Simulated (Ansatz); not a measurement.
Steps of a relaxation of F2GeH4SSi, SMILES `F[Si](F)(S)[GeH3]` with RKS PBE0-D4/def2-TZVP.

```sh
$ ansatz run in.yaml --threads 4 --pin off --events-out ev --progress --plain --max-ram 10444MiB
```

```yaml
crystal:
  periodic: [false, false, false]
  atoms:
    - {symbol: F, position_ang: [1.056268, -1.874556, -1.042219]}
    - {symbol: Si, position_ang: [0.878449, -0.367310, -0.442813]}
    - {symbol: F, position_ang: [2.186677, -0.075417, 0.493554]}
    - {symbol: S, position_ang: [0.852921, 0.914140, -2.159426]}
    - {symbol: Ge, position_ang: [-1.069303, -0.209695, 0.913893]}
    - {symbol: H, position_ang: [0.684343, 2.025575, -1.386772]}
    - {symbol: H, position_ang: [-2.311294, -0.578161, 0.066866]}
    - {symbol: H, position_ang: [-1.208039, 1.259211, 1.391266]}
    - {symbol: H, position_ang: [-0.981422, -1.140088, 2.148352]}
basis:
  gaussian: {orbitals: def2-TZVP}
hamiltonian: {xc: pbe0, dispersion: d4}
relax: {f_tol: 0.005, max_steps: 150}
```

Positions (Å) and forces (eV/Å) along the path, 11 of 11 steps:

```xyz
9
step=1 energy=-80718.5332 eV
F     1.056   -1.875   -1.042   -0.111    1.271    0.484
Si    0.878   -0.367   -0.443    1.046   -0.705    0.030
F     2.187   -0.075    0.494   -1.077   -0.253   -0.831
S     0.853    0.914   -2.159    0.006    0.091    0.610
Ge   -1.069   -0.210    0.914   -0.170    0.023    0.124
H     0.684    2.026   -1.387    0.058   -0.390   -0.254
H    -2.311   -0.578    0.067    0.203    0.046    0.116
H    -1.208    1.259    1.391    0.036   -0.222   -0.081
H    -0.981   -1.140    2.148    0.010    0.138   -0.199
9
step=2 energy=-80718.5858 eV
F     1.056   -1.844   -1.048   -0.135    0.714    0.376
Si    0.861   -0.363   -0.436    0.896   -0.535   -0.054
F     2.171   -0.060    0.463   -0.720   -0.187   -0.404
S     0.862    0.896   -2.141   -0.061    0.136    0.198
Ge   -1.077   -0.208    0.920   -0.015   -0.003    0.017
H     0.699    1.995   -1.370    0.022   -0.112   -0.137
H    -2.300   -0.580    0.069    0.022    0.003    0.030
H    -1.207    1.252    1.385   -0.005   -0.037   -0.004
H    -0.977   -1.134    2.141   -0.004    0.021   -0.021
9
step=3 energy=-80718.6044 eV
F     1.024   -1.829   -1.013    0.023    0.075   -0.080
Si    0.860   -0.350   -0.449    0.052   -0.238    0.332
F     2.126   -0.080    0.480    0.007    0.030   -0.081
S     0.876    0.906   -2.139    0.028    0.028   -0.235
Ge   -1.067   -0.215    0.919    0.064    0.050   -0.122
H     0.708    2.017   -1.406   -0.009    0.035    0.070
H    -2.283   -0.593    0.076   -0.127   -0.022   -0.029
H    -1.198    1.236    1.385   -0.057    0.107    0.062
H    -0.957   -1.138    2.131    0.018   -0.065    0.083
9
step=4 energy=-80718.6114 eV
F     1.045   -1.829   -1.029   -0.022    0.036    0.003
Si    0.869   -0.360   -0.442    0.072   -0.080    0.070
F     2.146   -0.084    0.469   -0.045    0.005   -0.021
S     0.875    0.901   -2.137    0.006    0.029   -0.081
Ge   -1.072   -0.206    0.913    0.018    0.006   -0.024
H     0.702    2.005   -1.391   -0.003    0.014    0.016
H    -2.302   -0.586    0.082   -0.026   -0.015   -0.019
H    -1.219    1.244    1.390    0.000    0.033    0.011
H    -0.956   -1.132    2.128    0.000   -0.027    0.043
9
step=5 energy=-80718.6118 eV
F     1.044   -1.828   -1.030   -0.016    0.011   -0.003
Si    0.871   -0.361   -0.442    0.033   -0.035    0.014
F     2.146   -0.085    0.469   -0.019    0.012   -0.007
S     0.877    0.903   -2.140    0.002    0.008   -0.006
Ge   -1.071   -0.206    0.913    0.000    0.003   -0.003
H     0.701    2.005   -1.390    0.000    0.005    0.000
H    -2.303   -0.588    0.082   -0.001   -0.005   -0.003
H    -1.220    1.246    1.391    0.001    0.005    0.000
H    -0.957   -1.132    2.131    0.001   -0.004    0.009
9
step=6 energy=-80718.6118 eV rejected
F     1.035   -1.827   -1.044    0.001    0.001    0.007
Si    0.871   -0.363   -0.445   -0.030   -0.014    0.055
F     2.148   -0.095    0.468   -0.017   -0.004   -0.016
S     0.879    0.910   -2.135    0.006    0.013   -0.024
Ge   -1.074   -0.207    0.914    0.067    0.006   -0.055
H     0.710    2.008   -1.378   -0.001    0.010    0.005
H    -2.301   -0.607    0.088   -0.022   -0.013   -0.011
H    -1.231    1.250    1.372   -0.001    0.020    0.008
H    -0.949   -1.115    2.143   -0.003   -0.020    0.032
9
step=7 energy=-80718.6120 eV
F     1.039   -1.828   -1.036   -0.006    0.001   -0.003
Si    0.871   -0.363   -0.443   -0.001   -0.005    0.008
F     2.146   -0.090    0.468   -0.003    0.005    0.000
S     0.878    0.907   -2.138    0.001    0.002    0.000
Ge   -1.072   -0.207    0.913    0.011    0.001   -0.008
H     0.706    2.008   -1.386    0.001   -0.001    0.001
H    -2.302   -0.599    0.085   -0.001   -0.002    0.000
H    -1.224    1.248    1.381   -0.001    0.000   -0.002
H    -0.954   -1.124    2.138    0.000    0.000    0.003
9
step=8 energy=-80718.6121 eV
F     1.030   -1.826   -1.047    0.008   -0.007    0.001
Si    0.870   -0.364   -0.445   -0.029    0.008    0.004
F     2.146   -0.098    0.467    0.007   -0.004    0.001
S     0.880    0.914   -2.133    0.001    0.001    0.003
Ge   -1.072   -0.208    0.913    0.014    0.001   -0.009
H     0.715    2.012   -1.374    0.001    0.001    0.000
H    -2.300   -0.618    0.091   -0.002   -0.002   -0.002
H    -1.233    1.252    1.363   -0.001    0.002    0.000
H    -0.948   -1.109    2.149    0.002   -0.001    0.002
9
step=9 energy=-80718.6121 eV
F     1.024   -1.826   -1.052    0.008   -0.002    0.004
Si    0.868   -0.365   -0.446   -0.020    0.015   -0.002
F     2.145   -0.103    0.466    0.008   -0.008    0.001
S     0.880    0.918   -2.130    0.001    0.001   -0.001
Ge   -1.072   -0.208    0.912    0.010   -0.001   -0.004
H     0.723    2.015   -1.368    0.001   -0.002    0.001
H    -2.299   -0.630    0.093   -0.001    0.000    0.004
H    -1.240    1.254    1.354   -0.001   -0.003   -0.001
H    -0.941   -1.101    2.154   -0.004    0.002   -0.001
9
step=10 energy=-80718.6121 eV
F     1.020   -1.825   -1.058    0.006    0.006    0.006
Si    0.866   -0.366   -0.448   -0.001    0.002   -0.002
F     2.145   -0.108    0.463   -0.002   -0.009   -0.002
S     0.881    0.923   -2.128   -0.002    0.003   -0.004
Ge   -1.072   -0.209    0.912   -0.009    0.002    0.006
H     0.732    2.018   -1.362    0.000   -0.004    0.001
H    -2.299   -0.642    0.099    0.002    0.001   -0.002
H    -1.247    1.255    1.343    0.001   -0.001   -0.001
H    -0.938   -1.092    2.161    0.004    0.000   -0.002
9
step=11 energy=-80718.6121 eV
F     1.020   -1.825   -1.057    0.003    0.003    0.003
Si    0.866   -0.365   -0.448    0.002   -0.005   -0.003
F     2.145   -0.108    0.464   -0.002   -0.003   -0.004
S     0.881    0.922   -2.129    0.000    0.002    0.004
Ge   -1.072   -0.209    0.912   -0.004    0.002    0.002
H     0.731    2.017   -1.361    0.000    0.001   -0.003
H    -2.299   -0.641    0.098    0.001    0.001    0.001
H    -1.246    1.255    1.344   -0.001   -0.002    0.001
H    -0.937   -1.093    2.160    0.000    0.002   -0.001
```

Run time 46 s (4 threads of an Arm Neoverse V2 on a shared host); peak host memory 0.68 GiB.
